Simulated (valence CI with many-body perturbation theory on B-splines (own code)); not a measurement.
Results of a calculation; reference values are marked as such.
Hg⁶⁶⁺ in three bases

Method: relativistic CI+MBPT: four valence electrons over a frozen Dirac-Fock core [Ne], radial functions for each j: 9 s, 9 p, 8 d, 6 f, 3 g, 1 h, with the one-electron correlation potential Σ1, the two-electron term Σ2, the three-electron term Σ3, Breit, model QED; selected CI, second order for the rest, scaled by the run's own slope (own B-spline code, finite nucleus).

The last digits are not significant, and no measured levels were compared; by estimate large intervals hold to a few tenths of a per cent, small ones and those within an open d or f shell to about a per cent.

The reference run has the lowest level (3s^2 3p1/2^2) J=0 and an ionisation energy of 8007.33 eV. Its largest variational space holds 20000 state functions.

Levels are named by their leading jj configuration (3d3/2^4 stands for four electrons in 3d with j = 3/2), which in mixed levels can hold well under half, so a name can repeat and another be missing.

Changed runs:
A. basis 6 s, 6 p, 5 d, 3 f, 1 g
B. basis 5 s, 5 p, 4 d, 2 f

Excitation energies of the reference run in cm⁻¹, and shifts in cm⁻¹:

| Level | Reference | A | B |
| --- | --- | --- | --- |
| (3s^2 3p1/2 3p3/2) J=1 | 4116690 | -115 | -346 |
| (3s^2 3p1/2 3p3/2) J=2 | 4198240 | +14 | +82 |
| (3s 3p1/2^2 3p3/2) J=2 | 5666270 | -127 | -370 |
| (3s 3p1/2^2 3p3/2) J=1 | 5903320 | -26 | -28 |
| (3s^2 3p1/2 3d3/2) J=2 | 6076480 | +80 | +260 |
| (3s^2 3p1/2 3d3/2) J=1 | 6481200 | +340 | +1292 |
| (3s^2 3p1/2 3d5/2) J=2 | 7194950 | +129 | +480 |
| (3s^2 3p1/2 3d5/2) J=3 | 7208420 | +255 | +897 |
| (3s 3p1/2^2 3d3/2) J=1 | 7664960 | +15 | +72 |
| (3s 3p1/2^2 3d3/2) J=2 | 7731590 | +114 | +436 |
| (3s^2 3p3/2^2) J=2 | 8379860 | -91 | -222 |
| (3s^2 3p3/2^2) J=0 | 8560570 | -3.2 | +115 |
| Ionisation energy (eV) | 8007.33 | -0.034 | -0.12 |
